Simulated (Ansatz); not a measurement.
Calculated with Ansatz (gas phase, PBE0-D4/def2-TZVP geometries, no zero-point term in ΔE). CCSD(T)/CBS is the MP2 limit (def2-TZVPP, def2-QZVPP) plus CCSD(T) − MP2 in def2-TZVPP, frozen cores. Functionals use def2-TZVPP. B3LYP here is the variant with VWN-RPA as its local correlation; programs differ in this. For Ga outer-core shells are correlated without core-valence functions, which leaves a few kJ/mol of doubt a bond. Scalar relativity is left out up to krypton. One conformer a species, not always the lowest.

Reaction (formal exchange of groups at a C–C bond): `O=CCC(=O)c1ccccc1` + `[NH2][GaH][SiH3]` → `[NH2][GaH][SiH2]C=O` + `CC(=O)c1ccccc1`

```json
{"level": "B3LYP-D4", "ΔE (kJ/mol)": "2.6"}
{"level": "SCS-MP2/def2-TZVPP", "ΔE (kJ/mol)": "8.6"}
```

(1) What does CCSD(T)/CBS give? (Estimate.)

Largest T1 diagnostic among the species: 0.016.

Answers

(1) The calculation gave: +4.7 kJ/mol. The listed levels differ from it by -2.1, 3.9 kJ/mol.

From PBE to PBE0 (25 % exact exchange), in def2-TZVPP and without D4, ΔE moves by +3.6 kJ/mol.

CCSD(T)/CBS has its own doubt, a few kJ/mol and more with outer-core shells, so smaller differences from it don't rank the levels.
